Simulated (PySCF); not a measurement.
# Nuclear quadrupole coupling in `[H]/N=C(/CC#C[SiH3])C(C)C`

Compound: C7H13NSi.
Cartesian coordinates in Å at the GFN2-xTB level; atoms count from 1:
```
atom  x, y, z in Å
C1    -1.1319   -1.2794   -0.5946
C2    -1.2372    0.1697   -0.1117
C3    -2.6989    0.6119   -0.0177
C4    -0.5500    0.2969    1.2362
N5    -0.9266   -0.2090    2.3227
C6     0.7191    1.1129    1.2571
C7     1.6536    0.6467    0.2523
C8     2.4067    0.2419   -0.5972
Si9    3.5697   -0.4011   -1.8753
H10   -1.6194   -1.9555    0.1058
H11   -0.0872   -1.5694   -0.6846
H12   -1.6087   -1.3872   -1.5663
H13   -0.7186    0.8105   -0.8318
H14   -3.2546   -0.0166    0.6761
H15   -3.1737    0.5432   -0.9939
H16   -2.7653    1.6421    0.3274
H17   -1.7882   -0.7490    2.2788
H18    1.1688    1.0438    2.2501
H19    0.4653    2.1593    1.0542
H20    4.7330   -0.9761   -1.1964
H21    3.9710    0.7102   -2.7429
H22    2.8627   -1.4263   -2.6499
```

Field gradients from the PBE0/pcSseg-1 density (PySCF, non-relativistic), principal values in atomic units, ordered |Vxx| ≤ |Vyy| ≤ |Vzz|:

| atom | Vxx | Vyy | Vzz |
| --- | --- | --- | --- |
| N5 | 0.3273 | 0.6262 | -0.9535 |

Question: Find the asymmetry η = (Vxx − Vyy)/Vzz and the couplings χ = eQV/h (234.96 MHz × Q in barn × V in au), with Q(14N) = 0.02044 b.

Answer: 
```tsv
atom	environment	nucleus	η	χzz (MHz)	χxx (MHz)	χyy (MHz)
N5	imine nitrogen	14N	0.31	-4.579	1.572	3.008
```

The tensor is traceless: Vxx + Vyy + Vzz = 0.

Question: What is Vzz at N5 in SI units (1 au = 9.71736 × 10²¹ V/m²)?

Answer: -0.9535 au = -9.266 × 10²¹ V/m².

Question: And the gradient at the other heavy atoms, for which no coupling is worked out here?

Answer: 
```json
{"atom": "C1", "environment": "methyl carbon", "Vzz (au)": "0.090", "η": "0.32"}
{"atom": "C2", "environment": "sp3 CH carbon", "Vzz (au)": "-0.063", "η": "0.43"}
{"atom": "C3", "environment": "methyl carbon", "Vzz (au)": "0.067", "η": "0.14"}
{"atom": "C4", "environment": "imine carbon", "Vzz (au)": "0.420", "η": "0.31"}
{"atom": "C6", "environment": "propargylic carbon", "Vzz (au)": "0.129", "η": "0.64"}
{"atom": "C7", "environment": "alkyne carbon", "Vzz (au)": "-0.344", "η": "0.04"}
{"atom": "C8", "environment": "alkyne carbon", "Vzz (au)": "-0.295", "η": "0.13"}
{"atom": "Si9", "environment": "SiH3 silicon", "Vzz (au)": "0.322", "η": "0.05"}
```

Question: What couplings would deuterons (Q(2H) = 0.00286 b) have in place of the hydrogens, at this geometry?

Answer: 
```json
{"atom": "H10", "bonded to": "C1", "bond length (Å)": "1.089", "Vzz (au)": "0.3128", "η": "0.03", "χzz (kHz)": "210"}
{"atom": "H11", "bonded to": "C1", "bond length (Å)": "1.088", "Vzz (au)": "0.3102", "η": "0.02", "χzz (kHz)": "208"}
{"atom": "H12", "bonded to": "C1", "bond length (Å)": "1.088", "Vzz (au)": "0.3151", "η": "0.02", "χzz (kHz)": "212"}
{"atom": "H13", "bonded to": "C2", "bond length (Å)": "1.095", "Vzz (au)": "0.2908", "η": "0.04", "χzz (kHz)": "195"}
{"atom": "H14", "bonded to": "C3", "bond length (Å)": "1.089", "Vzz (au)": "0.3130", "η": "0.03", "χzz (kHz)": "210"}
{"atom": "H15", "bonded to": "C3", "bond length (Å)": "1.088", "Vzz (au)": "0.3147", "η": "0.02", "χzz (kHz)": "211"}
{"atom": "H16", "bonded to": "C3", "bond length (Å)": "1.089", "Vzz (au)": "0.3129", "η": "0.02", "χzz (kHz)": "210"}
{"atom": "H17", "bonded to": "N5", "bond length (Å)": "1.018", "Vzz (au)": "0.3905", "η": "0.03", "χzz (kHz)": "262"}
{"atom": "H18", "bonded to": "C6", "bond length (Å)": "1.092", "Vzz (au)": "0.2977", "η": "0.02", "χzz (kHz)": "200"}
{"atom": "H19", "bonded to": "C6", "bond length (Å)": "1.096", "Vzz (au)": "0.2965", "η": "0.02", "χzz (kHz)": "199"}
{"atom": "H20", "bonded to": "Si9", "bond length (Å)": "1.465", "Vzz (au)": "0.1605", "η": "0.01", "χzz (kHz)": "108"}
{"atom": "H21", "bonded to": "Si9", "bond length (Å)": "1.466", "Vzz (au)": "0.1596", "η": "0.01", "χzz (kHz)": "107"}
{"atom": "H22", "bonded to": "Si9", "bond length (Å)": "1.467", "Vzz (au)": "0.1593", "η": "0.01", "χzz (kHz)": "107"}
```

One conformer (not necessarily the lowest) at the GFN2-xTB geometry, without solvent, vibrations or thermal averaging. GFN2-xTB bond lengths can be off by several hundredths of an ångström, more for odd bonds, and the gradients follow them. With so small a basis the couplings can be 20 % off.
